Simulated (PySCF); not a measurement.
## Continuum solvent and chemical shifts

Bonds (- single, = double, # triple, : aromatic): C1-C2, C2-N3, N3-Si4, Si4-N5, Si4-F6. C1 carries H7, H8, H9; C2 carries H10, H11; N3 carries H12; Si4 carries H13; N5 carries H14, H15. Stereochemistry as in CCN[Si@H](N)F. H11 is pro-R; H10 is pro-S.

GIAO PBE0/pcSseg-1 in PySCF on one PBE0-D3(BJ)/def2-SVP conformer, non-relativistic, equivalent nuclei averaged. Solvents enter as an IEF-PCM continuum (tetrahydrofuran with ε = 7.4, water with ε = 78.4) around the gas-phase geometry. Shifts are referred to TMS, CFCl3 computed in the same medium.

In tetrahydrofuran, δ in ppm: C2 38.1, C1 22.8, Si4 -38.0, F6 -150.9, H13 4.61, H10 2.88, H11 2.68, H14/H15 1.40, H7/H8/H9 1.06, H12 0.80. Dipole moment 2.55 D.

**Question.** How does each δ change in the more polar medium?

**Answer.** 
```json
{"atoms": "C2", "environment": "sp3 CH2 bonded to N", "Δδ, water": "+0.2"}
{"atoms": "C1", "environment": "methyl carbon", "Δδ, water": "+0.1"}
{"atoms": "Si4", "environment": "silicon bonded to F, 2 N, H", "Δδ, water": "+0.2"}
{"atoms": "F6", "environment": "fluorine bonded to Si", "Δδ, water": "-0.3"}
{"atoms": "H13", "environment": "hydrogen on a silicon bonded to F, 2 N", "Δδ, water": "-0.01"}
{"atoms": "H10", "environment": "hydrogen on an sp3 CH2 bonded to N", "Δδ, water": "+0.02"}
{"atoms": "H11", "environment": "hydrogen on an sp3 CH2 bonded to N", "Δδ, water": "-0.04"}
{"atoms": "H14/H15", "environment": "hydrogen on a nitrogen bonded to Si", "Δδ, water": "+0.10"}
{"atoms": "H7/H8/H9", "environment": "hydrogen on a methyl carbon", "Δδ, water": "0.00"}
{"atoms": "H12", "environment": "hydrogen on a nitrogen bonded to C, Si", "Δδ, water": "+0.12"}
```

Changes are relative to tetrahydrofuran. The dipole moment becomes 2.65 D in water.

**Question.** Which of the listed nuclei move most (in ppm), and what does the model miss? (N and O are left out, as their reference compounds move with the solvent too.)

**Answer.** F6 (fluorine bonded to Si, -0.3 ppm) in water. A continuum only polarises the solute; specific hydrogen bonds, the anisotropy of aromatic solvents and changes of geometry or conformer are outside it.
